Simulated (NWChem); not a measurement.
Species: CH₆AlFSi; SMILES [CH3][Al]([F])[SiH3]

```xyz
10

Al     0.0835    -0.5324    -0.0018
F      1.6631    -1.0907     0.0068
C     -1.3191    -1.8798    -0.0011
H     -1.2152    -2.5462    -0.8743
H     -2.3329    -1.4505    -0.0195
H     -1.2373    -2.5203     0.8938
Si    -0.1505     1.9077    -0.0044
H     -1.5848     2.3265    -0.1192
H      0.5985     2.5259    -1.1455
H      0.3928     2.4995     1.2613
```
Atoms are numbered in this order, from 1.

Program: NWChem. Pople sets run with spherical d functions. Coordinates come from a PBE0/def2-SVP optimisation. Atomic charges in e: unrestrained fits to the electrostatic potential beside Mulliken populations; buried atoms are poorly determined by the fit.

For level B3LYP/def2-SVP:

```yaml
ESP Al1: 0.81
Mulliken Al1: 0.77
Mulliken F2: -0.39
ESP C3: -0.45
Mulliken C3: -0.34
Mulliken Si7: 0.04
```

**Question.** What are these values for level Hartree-Fock/6-31G*?

**Answer.** The ESP Al1 is 0.94, the Mulliken Al1 comes out as 1.05 and the Mulliken F2 is -0.60. The ESP C3 is -0.56, the Mulliken C3 comes out as -0.83 and the Mulliken Si7 is 0.21.
